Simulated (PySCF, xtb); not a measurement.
B(OH)2(OSiH3) (BH₅O₃Si), SMILES O([SiH3])B(O)O.

GFN2-xTB run with xtb at its own geometry gives an orbital gap of 6.49 eV and a dipole moment of 3.00 D.

Coordinates come from a B3LYP-D3(BJ)/def2-SVP optimisation. One conformer was computed; it need not be the lowest.

What does PBE/def2-TZVP (PySCF) give? (The exact figures need the calculation; the answer reports its results.)

gap 6.41 eV (levels -7.33 and -0.92 eV), dipole 2.87 D.
